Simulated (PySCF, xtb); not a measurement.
Te(Br)(SH) (BrHSTe), SMILES [Te](Br)S.

GFN2-xTB run with xtb at its own geometry gives an orbital gap of 3.14 eV and a dipole moment of 5.44 D.

The structure is a stationary point at PBE0-D3(BJ)/def2-SVP. The def2 effective core potentials stand for the cores of Te; spin–orbit coupling is left out. Other conformers were not sampled.

**Question.** What does PySCF with ωB97X/def2-TZVPD give? (An estimate is asked for; the answer gives what the named calculation found.)

**Answer.** gap 8.06 eV (levels -8.86 and -0.80 eV), dipole 1.86 D.
